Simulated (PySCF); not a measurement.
Dipole response of Rh²⁺ (rhodium, charge +2)

[Kr] 4d7, high-spin 4F determinant. All numbers are calculated (PySCF 2.14, scalar relativity through the core potential, in def2-QZVPPD with the def2 core potential (28 electrons)). Coupled (time-dependent) response in atomic units; α is the mean over directions.

| method | mean α (bohr³) | C₆ (like pair) | S(−4) |
| --- | --- | --- | --- |
| UHF | 6.550 | 34.19 | 9.979 |
| PBE | 7.589 | 40.39 | 15.84 |
| PBE0 | 7.226 | 38.25 | 13.53 |
| MN15 | 7.523 | 39.90 | 14.81 |

S(−4) is the Cauchy moment in α(ω) = α(0) + S(−4) ω² + …

Spin-orbit coupling is absent.

α(iu) at MN15:

| u (hartree) | α(iu) (bohr³) |
| --- | --- |
| 0 | 7.523 |
| 0.0500 | 7.487 |
| 0.100 | 7.380 |
| 0.200 | 7.002 |
| 0.300 | 6.498 |
| 0.500 | 5.449 |
| 0.750 | 4.358 |
| 1.00 | 3.532 |
| 1.50 | 2.415 |
| 2.00 | 1.729 |
| 3.00 | 0.9861 |
| 5.00 | 0.4294 |

A single London oscillator, α(iu) = α/(1 + u²/ω²), gives C₆ = (3/4) ω α². Matching the computed C₆ needs ω = 4 × 39.90 / (3 × 7.523²) = 0.940 hartree.

For an ion, C₆ is the dispersion term alone; charge-induced terms of lower order in 1/R come first.

Energies and moments cover only the electrons outside the core potential.
